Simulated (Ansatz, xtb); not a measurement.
## C4H5F3S: which of two isomers lies lower

We compare I, `F[C@@H]1CCC(F)(F)S1`, a singlet, with II, `C[C@@H]1S[C@H]1C(F)(F)F`, a singlet. Both are isolated molecules in the gas phase, relaxed with r2SCAN-D4/def2-SVP; the shapes shown needn't be the lowest conformers.

I (Å):

```xyz
13

C    -0.0293    1.9842   -0.6240
C    -0.2488    0.6918    0.1492
C     1.0628   -0.0721    0.0427
C     1.4163   -0.0897   -1.4324
F     0.7248    2.8476    0.1492
F     2.7339   -0.2896   -1.6468
F     0.7731   -1.1101   -2.0644
S     0.8631    1.5258   -2.1497
H    -0.9571    2.5097   -0.9023
H    -1.0675    0.1204   -0.3170
H    -0.5294    0.9265    1.1876
H     1.8620    0.4648    0.5757
H     1.0129   -1.1074    0.4122
```

II (Å):

```xyz
13

C     0.6482    2.2230   -1.0034
C    -0.1812    1.0628   -1.4820
C     0.2588   -0.3303   -1.2240
C     0.1005   -1.3711   -2.3016
F    -0.9756   -1.1597   -3.0697
F     1.1830   -1.3547   -3.1066
F     0.0052   -2.6035   -1.7851
S    -1.2010    0.1390   -0.2682
H     1.4341    2.4545   -1.7424
H     0.0279    3.1226   -0.8767
H     1.1243    1.9938   -0.0387
H    -0.7085    1.2145   -2.4331
H     1.1840   -0.4813   -0.6518
```

Quicker runs give these differences E(II) − E(I): GFN2-xTB +10.8 kcal/mol; HF/STO-3G +28.7 kcal/mol (at GFN2-xTB geometries); r2SCAN-D4/def2-SVP//GFN2-xTB +1.0 kcal/mol.

Estimate E(II) − E(I) at the level CCSD(T)/def2-SVP + ΔMP2/def2-TZVPP.

Not settled: CCSD(T)/def2-SVP + ΔMP2/def2-TZVPP gives E(II) − E(I) = +3.4 kcal/mol, but this leans on the basis-set step: CCSD(T) alone gives −1.0 kcal/mol.

Level by level:

| level | geometry | E(II) − E(I) (kcal/mol) | departure from the last row (kcal/mol) | job, with rough time for the two |
| --- | --- | --- | --- | --- |
| GFN2-xTB | GFN2-xTB | +10.8 | +7.4 | optimisation, 0.16 s |
| HF/STO-3G | GFN2-xTB | +28.7 | +25.4 | single point, 0.42 s |
| r2SCAN-D4/def2-SVP//GFN2-xTB | GFN2-xTB | +1.0 | −2.4 | single point, 3.9 s |
| r2SCAN-D4/def2-SVP | r2SCAN-D4/def2-SVP | +0.8 | −2.6 | optimisation, 32 s |
| HF/def2-SVP | r2SCAN-D4/def2-SVP | −2.1 | −5.4 | part of the CCSD(T) run |
| MP2/def2-SVP | r2SCAN-D4/def2-SVP | −2.7 | −6.1 | part of the CCSD(T) run |
| CCSD(T)/def2-SVP | r2SCAN-D4/def2-SVP | −1.0 | −4.3 | single point |
| CCSD(T)/def2-SVP + ΔMP2/def2-TZVPP | r2SCAN-D4/def2-SVP | +3.4 |  | single point, 86 s |

As drawn, both hold the same kinds of bond in the same numbers. Structure I has 0 methyl groups, II 1. Structure I has a 5-membered ring, II a 3-membered ring.

HF/def2-SVP, MP2/def2-SVP, CCSD(T)/def2-SVP put the two in the other order. The largest departure from CCSD(T)/def2-SVP + ΔMP2/def2-TZVPP is that of HF/STO-3G, 25.4 kcal/mol. The last row adds to CCSD(T) the change of the MP2 difference between the two basis sets, here +4.3 kcal/mol, a large step that makes the value less sure.

With thermal terms from frequencies at re-optimised GFN2-xTB minima (ideal gas, soft modes damped towards free rotors, one conformer each, 298.15 K, 1 atm): the zero-point term adds −1.0 kcal/mol; ΔH is +2.9 and ΔG +1.6 kcal/mol.

The correlated steps freeze 12 core orbitals. Run with Ansatz 0.2.0, xtb 6.7.1; the last row on 4 threads of Arm Neoverse V1 on a shared host.
